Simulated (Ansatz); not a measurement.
A nudged elastic band was laid between two geometries of CH$_{2}$AlF$_{2}$ (6 atoms, charge 0, multiplicity 2).

Computed with UKS B3LYP/def2-SVPD (Ansatz 0.2.0).

```
movable images  : 7
climbing image  : yes
spring          : 5.0 eV/Å²
optimiser       : quadratic models (default)
start path      : through a guess of the saddle point
force threshold : 0.05 eV/Å
iteration limit : 52
end points      : relaxed
```

First end point:

```xyz
6
Properties=species:S:1:pos:R:3
C -0.461 0.918 -0.187
Al 0.380 -0.758 0.154
F 1.457 -0.954 1.419
F 0.076 -2.099 -0.797
H -1.170 1.079 -1.006
H -0.283 1.814 0.417
```

Last end point:

```xyz
6
Properties=species:S:1:pos:R:3
C -0.461 0.919 -0.187
Al 0.380 -0.758 0.154
F 1.457 -0.954 1.419
F 0.076 -2.099 -0.797
H -0.283 1.814 0.417
H -1.170 1.079 -1.006
```

Q: Which bonds break or form, and what moves?

A: No bond is made or broken. The dihedral H5–C1–Al2–F4 goes from 0 to 180°. The two ends are copies of one structure, up to a mirror image or an exchange of like atoms.

Q: Give the energies along the band, and the barrier.

A: The forces met the threshold. The highest image is number 4 of 0 to 8, 12.5 kJ/mol above the ends, which have the same energy within 2 meV. A vibrational analysis at the climbing image gives one clearly imaginary mode, 209i cm⁻¹: a first-order saddle point.

```json
{"image": "0", "path coordinate (Å)": "0.00", "energy (kJ/mol)": "0.0", "dihedral H5–C1–Al2–F4 (°)": "0"}
{"image": "1", "path coordinate (Å)": "0.43", "energy (kJ/mol)": "1.8", "dihedral H5–C1–Al2–F4 (°)": "22"}
{"image": "2", "path coordinate (Å)": "0.85", "energy (kJ/mol)": "6.1", "dihedral H5–C1–Al2–F4 (°)": "45"}
{"image": "3", "path coordinate (Å)": "1.28", "energy (kJ/mol)": "10.6", "dihedral H5–C1–Al2–F4 (°)": "67"}
{"image": "4", "path coordinate (Å)": "1.70", "energy (kJ/mol)": "12.5", "dihedral H5–C1–Al2–F4 (°)": "90"}
{"image": "5", "path coordinate (Å)": "2.13", "energy (kJ/mol)": "10.6", "dihedral H5–C1–Al2–F4 (°)": "113"}
{"image": "6", "path coordinate (Å)": "2.55", "energy (kJ/mol)": "6.2", "dihedral H5–C1–Al2–F4 (°)": "135"}
{"image": "7", "path coordinate (Å)": "2.98", "energy (kJ/mol)": "1.8", "dihedral H5–C1–Al2–F4 (°)": "158"}
{"image": "8", "path coordinate (Å)": "3.40", "energy (kJ/mol)": "0.0", "dihedral H5–C1–Al2–F4 (°)": "180"}
```

Q: What is the geometry of the highest image?

A: 
```xyz
6
Properties=species:S:1:pos:R:3
C -0.465 0.925 -0.188
Al 0.380 -0.756 0.154
F 0.990 -1.164 1.658
F 0.562 -1.926 -1.029
H -1.539 1.103 -0.068
H 0.072 1.819 -0.527
```

Q: What are the harmonic wavenumbers there?

A: 209i, 196, 240, 246, 582, 622, 625, 839, 889, 1350, 3107, 3196 cm⁻¹.

Time of the run: 2.6 min on 2 threads of Arm Neoverse V2, with other jobs on the host, peak memory 0.24 GiB.
